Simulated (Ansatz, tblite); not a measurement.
Cost and result up the ladder for [MoO3(NH2)]- (MoNO₃H₂⁻) (7 atoms). The state is a singlet with charge -1. Geometry: r2SCAN-D4/def2-SVPD.

```xyz
7

Mo   -0.0412    0.7496   -0.1976
O     1.3393    1.4676    0.5789
O     0.1020    0.8973   -1.9223
O    -1.4991    1.4682    0.4150
N    -0.1400   -1.2184    0.2018
H     0.5355   -1.8403   -0.2343
H    -0.2965   -1.5241    1.1585
```

Ansatz on 4 threads of Arm Neoverse V2 on a shared host; xTB runs through tblite on one thread. Times are rough, summed over both states, and most runs start from the orbitals of an earlier one. PBE0-D4/def2-TZVPD serves as the yardstick here, not as an exact answer. Differences are given only for rows in sets of like size (and for xTB, whose basis is part of the method), since another set adds its own error. The other state is a doublet.

In the def2 sets Mo takes a core potential; there is no spin–orbit coupling. The xTB rows come from tblite. Correlated methods freeze 4 core orbitals; core or outer-core shells of Mo are correlated, in sets that lack core-valence functions. The rows differ in basis, and correlated rows in double-zeta sets carry the largest basis error. HOMO above LUMO, or a gap near zero within one spin, warns that the state may not be the lowest or that an electron is smeared out.

Run but left out: HF/def2-SVPD, MP2/def2-SVPD (neutral doublet: ⟨S²⟩ 1.20, where a pure state has 0.75).

Correlated methods converge slowly with the basis, most of all in double-zeta sets.

Raw xTB energies of ions are shifted by several eV.

```csv
level,functions,wall time,vertical IE (eV),difference from PBE0-D4/def2-TZVPD (eV),remarks
GFN2-xTB,27,0.007 s,9.23,4.39,–
GFN1-xTB,29,0.008 s,9.90,5.07,–
PBE-D4/def2-TZVPD,215,14 s,4.46,-0.38,gap within one spin near zero (doublet)
PBE0-D4/def2-TZVPD (with forces),215,19 s,4.84,0.00,–
CCSD(T)/def2-SVPD,139,4.1 min,4.97,–,"large T1 (0.050) (doublet), spin-contaminated (⟨S²⟩ 1.20) (doublet), test for broken spin undecided (-1 singlet)"
```
